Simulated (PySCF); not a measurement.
H7NSSi2, SMILES N[SiH2]S[SiH3] at its B3LYP/def2-SVP optimised geometry (Å):

```
11

Si    -2.3669    -0.7685     1.4376
S     -0.2447    -0.9940     1.7562
Si     0.5828     0.0149     0.0000
N      2.3068     0.0149     0.0000
H     -2.8105    -1.4277     0.1742
H     -2.7671     0.6681     1.3770
H     -3.0331    -1.4208     2.5975
H      0.1148    -0.6960    -1.2218
H      0.1125     1.4277     0.0000
H      2.8105     0.5949     0.6652
H      2.8104    -0.8506    -0.1729
```

Calculation: B3LYP/def2-TZVP in PySCF. Cells within 0.4 Å of a nucleus heavier than hydrogen are left out (blank, or x).

Map of the log10 of the electron density (e/bohr³), floored at −4 on the plane z = 0.0 Å:

```
|0000000000000000000000000000000|
|0000000000000000000000000000000|
|0000000000000000000000000000000|
|0000000000000000000000000000000|
|0000000000000000000000000000000|
|0000000000000000000000000000000|
|0000000000000112211000000000000|
|0000000000001233332100000000000|
|0000000000012344443211000000000|
|0000000000123456654322222100000|
|0000011111124567765433333220000|
|0000122222234578876545554431000|
|0001223332234578876666666542100|
|0001233333334567777677887643100|
|00012344433345679x8789x97643100|
|0012334444334567xx978xxx8653100|
|00123455544445679x8789x98653100|
|0023456665444566776677888653100|
|0123567765544556665566787643100|
|0124568876544455555445666532100|
|0123567765443444444334444321000|
|0023456655433333333222333210000|
|0012344544322222222111111100000|
|0001233332211122111000000000000|
|0000112221100111000000000000000|
|0000000000000000000000000000000|
|0000000000000000000000000000000|
|0000000000000000000000000000000|
|0000000000000000000000000000000|
|0000000000000000000000000000000|
|0000000000000000000000000000000|
```
Scale: ten equal steps from -4.00 (start of '0') to -0.070 (end of '9'), in the order '0123456789'; x runs from -5.00 to 5.00, y from -5.00 (bottom) to 5.00 (top).
